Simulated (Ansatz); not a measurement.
System: CH5BO (charge 0, singlet). 
Coordinates optimised at B3LYP-D3(BJ)/def2-TZVP (Ansatz, a program for electronic structure):
```xyz
8

B      1.2673     0.2797    -0.1845
O      0.1862    -0.3130     0.3439
C     -1.1411    -0.0162    -0.0807
H      2.3289    -0.0472     0.2489
H      1.1451     1.0981    -1.0525
H     -1.6029    -0.9336    -0.4463
H     -1.7076     0.3478     0.7766
H     -1.1430     0.7377    -0.8708
```
Charge 0, spin multiplicity 1.

Dipole moments at this geometry, in debye (magnitudes).

```tsv
level	program	dipole (D)
PBE/def2-TZVPD	Ansatz	1.70
BLYP/def2-TZVPD	Ansatz	1.70
PBE0/def2-TZVPD	Ansatz	1.67
wB97M-V/def2-TZVPD	Ansatz	1.69
wB97X-V/def2-TZVPD	Ansatz	1.68
CCSD(T)/aug-cc-pVDZ	Ansatz	1.70
```
